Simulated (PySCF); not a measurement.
A structure optimised at PBE0-D3(BJ)/def2-SVP, used in a PySCF frequency run:

```xyz
13

Cl     2.3833     0.4487    -1.0253
Si     1.0477    -0.0055     0.5079
C      0.2523    -1.6683     0.1510
C     -1.0741    -1.8012    -0.0518
Si    -2.2815    -0.3465    -0.0027
Si    -0.8183     1.4159     0.5087
H      1.8463    -0.0524     1.7678
H      0.8912    -2.5614     0.0948
H     -1.4719    -2.8052    -0.2608
H     -2.9810    -0.2082    -1.3178
H     -3.3219    -0.5756     1.0482
H     -0.7330     2.4738    -0.5403
H     -1.0850     2.0237     1.8475
```
Charge 0, spin multiplicity 1.

Question: Write its SMILES and formula.

Answer: Cl[Si@@H]1C=C[SiH2][SiH2]1, C2H7ClSi3

Question: What are its rotational constants (standard atomic weights)?

Answer: 2.4803, 0.99861, 0.81347 GHz
